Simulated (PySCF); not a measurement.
C₅H₅Cl, SMILES C=C=C/C=C/Cl. Coordinates come from a PBE-D3(BJ)/def2-SVP optimisation. The structure was generated by enumeration; whether it is a known compound was not checked. The values are those of a single conformer.

Give the equilibrium geometry at PBE-D3(BJ)/def2-SVP (PySCF confirms it by a frequency run) as Cartesian coordinates in Å, and its point group. (Estimate from the structure and the level; the computed values follow.)

One answer among several that fit: point group Cs.
```xyz
11

C     -0.9166     3.1147     0.0000
C      0.0667     2.2423     0.0000
C      1.0575     1.3572     0.0000
C      0.9339    -0.1051     0.0000
C     -0.2349    -0.7848     0.0000
Cl    -0.3229    -2.5138     0.0000
H     -1.3485     3.5005     0.9414
H     -1.3485     3.5005    -0.9414
H      2.0899     1.7524     0.0000
H      1.8751    -0.6771     0.0000
H     -1.2180    -0.2884     0.0000
```
Charge 0, spin multiplicity 1.
